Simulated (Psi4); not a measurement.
Method: SAPT0/jun-cc-pVDZ, all electrons correlated run with Psi4.

Psi4 input:

```
molecule {
0 1
F 1.12443617 -0.38840191 -0.56166831
B 0.00002155 0.00017094 0.00017471
F -0.99563156 -0.84937427 0.13337221
F -0.12882616 1.23760524 0.42812139
--
1 1
Li 2.61373779 -0.93670068 -1.33598016
units angstrom
symmetry c1
no_reorient
no_com
}
set basis jun-cc-pvdz
set scf_type df
set freeze_core false
energy('sapt0')
```

Part of the output:

```
    SAPT Results
  --------------------------------------------------------------------------------------------------------
    Electrostatics                -15.26546946 [mEh]      -9.57922671 [kcal/mol]     -40.07948454 [kJ/mol]
      Elst10,r                    -15.26546946 [mEh]      -9.57922671 [kcal/mol]     -40.07948454 [kJ/mol]

    Exchange                       11.95831609 [mEh]       7.50395664 [kcal/mol]      31.39655458 [kJ/mol]
      Exch10                       11.95831609 [mEh]       7.50395664 [kcal/mol]      31.39655458 [kJ/mol]
      Exch10(S^2)                  11.91999592 [mEh]       7.47991037 [kcal/mol]      31.29594498 [kJ/mol]

    Induction                     -15.42533326 [mEh]      -9.67954276 [kcal/mol]     -40.49920689 [kJ/mol]
      Ind20,r                     -21.05722755 [mEh]     -13.21360978 [kcal/mol]     -55.28574332 [kJ/mol]
      Exch-Ind20,r                  6.12675869 [mEh]       3.84459912 [kcal/mol]      16.08580272 [kJ/mol]
      delta HF,r (2)               -0.49486440 [mEh]      -0.31053210 [kcal/mol]      -1.29926630 [kJ/mol]

    Dispersion                     -0.29779137 [mEh]      -0.18686691 [kcal/mol]      -0.78185113 [kJ/mol]
      Disp20                       -0.31323961 [mEh]      -0.19656083 [kcal/mol]      -0.82241049 [kJ/mol]
      Exch-Disp20                   0.01544824 [mEh]       0.00969392 [kcal/mol]       0.04055936 [kJ/mol]
      Disp20 (SS)                  -0.15661981 [mEh]      -0.09828041 [kcal/mol]      -0.41120525 [kJ/mol]
      Disp20 (OS)                  -0.15661981 [mEh]      -0.09828041 [kcal/mol]      -0.41120525 [kJ/mol]
      Exch-Disp20 (SS)             -0.00144506 [mEh]      -0.00090679 [kcal/mol]      -0.00379399 [kJ/mol]
      Exch-Disp20 (OS)              0.01689330 [mEh]       0.01060070 [kcal/mol]       0.04435335 [kJ/mol]

  Total HF                        -18.73248662 [mEh]     -11.75481282 [kcal/mol]     -49.18213685 [kJ/mol]
  Total SAPT0                     -19.03027799 [mEh]     -11.94167973 [kcal/mol]     -49.96398799 [kJ/mol]
```
